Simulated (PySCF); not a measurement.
Species: C6H13OP.
SMILES with atom numbers: `[CH3:1][CH2:2][P:3]([CH2:4][OH:5])[CH:6]1[CH2:7][CH2:8]1`

Geometry (GFN2-xTB, Å), atoms numbered from 1 in this order:
```xyz
21
C6H13OP angstrom
C      2.7930   -0.9721    0.1696
C      1.4657   -0.6563   -0.5063
P      0.1153   -0.3524    0.7382
C      0.4574    1.4710    1.0665
O      0.5497    2.2674   -0.0841
C     -1.2574   -0.1257   -0.4727
C     -2.3535   -1.1532   -0.4962
C     -2.6224    0.2039    0.0626
H      2.6906   -1.8292    0.8324
H      3.1350   -0.1243    0.7593
H      3.5547   -1.1992   -0.5743
H      1.1473   -1.5026   -1.1216
H      1.5603    0.2278   -1.1439
H     -0.3172    1.8440    1.7517
H      1.4215    1.5434    1.5761
H     -0.3163    2.2902   -0.5061
H     -0.9730    0.3030   -1.4304
H     -2.2860   -1.9802    0.1949
H     -2.7890   -1.4150   -1.4493
H     -3.2478    0.8823   -0.5002
H     -2.7367    0.2941    1.1335
```

Definitions: NICS(0) = −σiso at the ring centroid; NICS(1) = −σiso and NICS(1)zz = −σzz at ±1 Å along the ring normal z. Level: GIAO PBE0/pcSseg-1 (PySCF, non-relativistic, gas phase) on the GFN2-xTB geometry, one conformer.

Ring bond lengths (Å), with Mayer bond orders in brackets: C6–C7 1.503 (0.95), C7–C8 1.492 (0.99), C8–C6 1.503 (0.93).

Question: What do the NICS probes read (ppm)?

Answer: 
```csv
ring,type,NICS(0),"NICS(1), two faces","NICS(1)zz, two faces",rms pucker (Å),"centre to ring atoms, mean (Å)"
C6–C7–C8,3-membered carbocycle; formal bonds all single,-45.5,-8.7 / -8.8,-22.0 / -24.1,0.00,0.87
```

Question: What can be read from them?

Answer: 
- C6–C7–C8: mean NICS(1)zz -23.0 ppm, shielded. C6, C7, C8 have four or more neighbours, and the NICS criterion for π rings isn't applied. NICS(0) lies 37 ppm below the mean NICS(1).
